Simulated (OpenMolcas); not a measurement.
## Computed transition rates of Nb I

```yaml
Program: OpenMolcas 26.06
Method: CASSCF
Basis: ANO-R3 [8s6p6d3f2g1h]
Scalar_Hamiltonian: X2C, finite nucleus
Active_space: 5 electrons in 6 orbitals (4d 5s)
State_averaging: 2S+1 = 6 even, 6 roots; 2S+1 = 4 even, 50 roots; 2S+1 = 2 even, 93 roots (35 in the spin-orbit step)
Spin-orbit_coupling: state interaction with AMFI integrals over the reference wave functions, term energies averaged over their components
```

Rates come from the transition moments of the reference wave functions (E1 and E2 in the length form). At fixed line strength A goes as λ^-3 for E1 and M1 and as λ^-5 for E2, so a rate at the computed wavelength can be rescaled to the measured one. Measured vacuum wavelengths follow from level energies in NIST Handbook of Basic Atomic Spectroscopic Data. Branching counts decays inside the model space alone, at computed energies, and the table is only a selection of the E2 and M1 lines, drawn from those between levels with measured partners whose computed energy lies within a factor of 1.5 of the measured one.

| Upper | Lower | Type | λ computed (nm) | λ measured (nm) | A computed (s-1) | A rescaled (s-1) | Branching % |
| --- | --- | --- | --- | --- | --- | --- | --- |
| 4d⁴ 5s ⁴D_3/2(1) | 4d³ 5s² ⁴F_3/2 | E2 | 1853 | 1322 | 6.91e-03 | 3.74e-02 | 28.7 |
| 4d⁴ 5s ⁴D_7/2(1) | 4d³ 5s² ⁴F_9/2 | E2 | 2054 | 1494 | 6.50e-03 | 3.19e-02 | 24.1 |
| 4d⁴ 5s ⁴D_1/2(1) | 4d³ 5s² ⁴F_5/2 | E2 | 2072 | 1465 | 5.91e-03 | 3.34e-02 | 17.9 |
| 4d⁴ 5s ⁴D_5/2(1) | 4d³ 5s² ⁴F_5/2 | E2 | 1851 | 1341 | 5.86e-03 | 2.94e-02 | 28.7 |
| 4d⁴ 5s ⁶D_9/2 | 4d⁴ 5s ⁶D_7/2 | M1 | 27840 | 28170 | 1.39e-03 | 1.34e-03 | 100.0 |
| 4d⁴ 5s ⁶D_7/2 | 4d⁴ 5s ⁶D_5/2 | M1 | 33660 | 32980 | 1.37e-03 | 1.46e-03 | 100.0 |
| 4d⁴ 5s ⁶D_5/2 | 4d⁴ 5s ⁶D_3/2 | M1 | 44490 | 42050 | 7.36e-04 | 8.72e-04 | 100.0 |
| 4d⁴ 5s ⁶D_3/2 | 4d⁴ 5s ⁶D_1/2 | M1 | 71000 | 64860 | 1.76e-04 | 2.31e-04 | 100.0 |

The largest correction is for 4d⁴ 5s ⁴D_1/2(1) → 4d³ 5s² ⁴F_5/2 (E2): 5.91e-03 × (2072 / 1465)^5 = 3.34e-02 s-1, a factor of 5.66.

The computed rate and branching of 4d⁴ 5s ⁶D_3/2 → 4d⁴ 5s ⁶D_1/2 give the upper level a radiative lifetime of 1.000 / 1.76e-04 s-1 = 5.68e+03 s, counting decays inside the model space alone. The rescaled rate gives about 4.3e+03 s.

No measured rate stands beside these. Rescaling mends the energy factor alone: line strengths can still be far off where a level mixes with configurations outside the active space, and weak or spin-changing lines hang on small mixing coefficients that depend on the term gaps too, so rescaling need not improve them.

Some high roots are left out of the spin-orbit mixing, which shifts the levels that they would mix with. Without dynamic correlation excited terms often stand tens of per cent too high (terms of higher spin than the ground term too low), and those without a measured partner can miss by more than the paired ones. Configurations are named by rounded mean occupations; where the s occupation lies near a half they are strongly mixed, a name can repeat and a true partner stay unpaired. A single d shell beside an s shell can misplace configurations of different d count against each other. Measured partners are found by configuration, term and J. A level has none where our copy of the source lacks it or the pairing is in doubt (some pairs that miss far off the trend of their configuration count as doubtful). Only configurations of the active space appear.

A number in round brackets counts repeated terms of one configuration in the order of the reference energies.
